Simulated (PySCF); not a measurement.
CHF2, doublet, at a GFN2-xTB geometry. Base run: PySCF with HF/3-21G.

Geometry (Å):
```xyz
4

C      0.0640    -0.0005     0.5004
F     -0.0807     1.0957    -0.2311
F     -0.0603    -1.0959    -0.2361
H      0.8850     0.0055     1.2027
```
Charge 0, spin multiplicity 2.
Orbitals are unrestricted.
All else is at PySCF's defaults.
Base energy -235.97825 Eh.

The base run was repeated with changes; each row names its change, and settings that it needs were set with it.

```json
[
 {"change": "base", "ΔE vs base (µEh)": "0.0", "SCF cycles": "11", "<S^2>": "0.755"},
 {"change": "diis_space = 4", "ΔE vs base (µEh)": "0.0", "SCF cycles": "12", "<S^2>": "0.755"},
 {"change": "diis_space = 2", "ΔE vs base (µEh)": "0.0", "SCF cycles": "19", "<S^2>": "0.755"},
 {"change": "conv_tol = 1e-4", "ΔE vs base (µEh)": "4.9", "SCF cycles": "6", "<S^2>": "0.755"},
 {"change": "init_guess = huckel", "ΔE vs base (µEh)": "0.0", "SCF cycles": "11", "<S^2>": "0.755"},
 {"change": "conv_tol_grad = 1e-3", "ΔE vs base (µEh)": "0.0", "SCF cycles": "11", "<S^2>": "0.755"},
 {"change": "level_shift = 0.5 (with mf.max_cycle = 100)", "ΔE vs base (µEh)": "0.0", "SCF cycles": "15", "<S^2>": "0.755"},
 {"change": "level_shift = 0.1 (with mf.max_cycle = 100)", "ΔE vs base (µEh)": "0.0", "SCF cycles": "11", "<S^2>": "0.755"},
 {"change": "diis_space = 12", "ΔE vs base (µEh)": "0.0", "SCF cycles": "11", "<S^2>": "0.755"},
 {"change": "level_shift = 0.3 (with mf.max_cycle = 100)", "ΔE vs base (µEh)": "0.0", "SCF cycles": "13", "<S^2>": "0.755"},
 {"change": "solver = newton", "ΔE vs base (µEh)": "0.0", "SCF cycles": "-", "<S^2>": "0.755"},
 {"change": "damp = 0.5; diis_start_cycle = 5", "ΔE vs base (µEh)": "0.0", "SCF cycles": "13", "<S^2>": "0.755"},
 {"change": "DIIS = EDIIS", "ΔE vs base (µEh)": "0.0", "SCF cycles": "47", "<S^2>": "0.755"}
]
```

Open shells are given as the SCF converged; they aren't shown to be the lowest states, and a large step between rows can be another state.
